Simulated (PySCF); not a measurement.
Structure problem from calculated spectra and properties.

Formula: C5H15NP2.

* Rotational structure: rotational constants A, B, C: 2.310, 0.821, 0.670 GHz [PBE0-D3(BJ)/def2-SVP]
* NMR, other nuclei: isotropic shieldings of nuclei other than C and H, by class: 204 (1 N), 276 (1 P), 480 (1 P) ppm [GIAO KT3/pcSseg-1]
* 13C NMR: chemical shifts (computed TMS as zero) by class: 51.1 (1 C), 40.5 (1 C), 25.2 (1 C), 18.9 (1 C), 10.1 (1 C) ppm [GIAO KT3/pcSseg-1]
* 1H NMR: chemical shifts (computed TMS as zero) by class: 3.28 (2 H), 2.93 (2 H), 2.72 (3 H), 1.63 (2 H), 1.21 (3 H), 0.90 (3 H) ppm [GIAO KT3/pcSseg-1]
* UV, strongest line: among the 10 lowest singlet transitions: S8 at 6.36 eV (195 nm, f = 0.096) [TDDFT PBE0/def2-SVPD]
* Polarisability: 125.9 au [PBE0/def2-SVPD]

Gas-phase values; electronic properties from PySCF, density fitting. Levels stand in brackets. The structure is a single PBE0-D3(BJ)/def2-SVP conformer in the gas phase; no vibrational or solvent corrections. Each NMR value is the plain mean over a class of atoms that symmetry, rotation or inversion makes alike.

Question: Give a SMILES that accounts for the data.

Answer: Numbering: `[CH3:1][CH2:2][N:3]([CH3:4])[P:5]([CH3:6])[CH2:7][PH2:8]`. 5 carbons fall into 5 classes; from least to most shielded: sp3 carbon bound to nitrogen [C2] (51.1 ppm), N-methyl carbon [C4] (40.5 ppm), sp3 carbon bound to phosphorus [C7] (25.2 ppm), sp3 carbon bound to phosphorus [C6] (18.9 ppm), methyl carbon [C1] (10.1 ppm). Hydrogen classes from least to most shielded: 2 H on a phosphine phosphorus, P8 (3.28 ppm), 2 H on an sp3 carbon bound to nitrogen, C2 (2.93 ppm, a mean of values up to 0.6 ppm apart in this geometry), 3 H on an N-methyl carbon, C4 (2.72 ppm, a mean of values up to 1.1 ppm apart in this geometry), 2 H on an sp3 carbon bound to phosphorus, C7 (1.63 ppm, a mean of values up to 0.7 ppm apart in this geometry), 3 H on an sp3 carbon bound to phosphorus, C6 (1.21 ppm, a mean of values up to 0.8 ppm apart in this geometry), 3 H on a methyl carbon, C1 (0.90 ppm, a mean of values up to 1.3 ppm apart in this geometry). The other shieldings belong to: 204 ppm, nitrogen bonded to 2 C and P [N3]; 276 ppm, three-coordinate phosphorus [P5]; 480 ppm, phosphine phosphorus [P8]. The optimised geometry has point group C1 and is an asymmetric top. Structure: `CCN(C)P(C)CP`. The assignments are read from this structure; whether some other isomer fits the data as well wasn't checked.

The values belong to the conformer `[CH3:1][CH2:2][N:3]([CH3:4])[P:5]([CH3:6])[CH2:7][PH2:8]`: C1–C2–N3–C4 -71°, C2–N3–P5–C6 47°, N3–P5–C7–P8 93°, H–P8–C7–P5 163°, H–P8–C7–P5 68°.
